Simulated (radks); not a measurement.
Values are calculated unless marked as measured or tabulated.
Initial-state core-level shifts of the zirconium ion Zr+ when its valence configuration changes from [Kr] 4d2 5s1. Level of theory: Dirac Kohn-Sham, PBE, spin-unpolarised, spherical densities, finite nucleus; open shells are shared between the two j in proportion to 2j + 1; Fermi nuclear charge, rms radius 4.2694 fm (a radial shooting solver on a logarithmic mesh with Libxc functionals). Shifts are changes of the shell-averaged eigenvalues in eV (positive: less bound); the change of the density at the nucleus, which sets a Mossbauer isomer shift, is in e/bohr^3, on a base of 7.474e+04.

valence               1s       2s       3p       3d  density at nucleus
4d2 5s0.5 5p0.5   -0.598   -0.589   -0.593   -0.592              -5.408
4d2.5 5p0.5       +0.852   +0.980   +0.946   +0.956             -11.847
5s1 5p2           -9.373   -9.974   -9.745   -9.794              +8.541
4d1 5s2           -3.269   -3.541   -3.452   -3.474             +15.487
4d1.5 5s1 5p0.5   -2.177   -2.299   -2.264   -2.273              +1.753
4d1.5 5p1.5       -3.360   -3.468   -3.439   -3.447              -9.877
4d1.5 5s1.5       -1.573   -1.702   -1.663   -1.673              +7.341
4d3               +2.741   +2.959   +2.910   +2.927             -12.518
5p3              -10.505  -11.107  -10.878  -10.927              -5.288
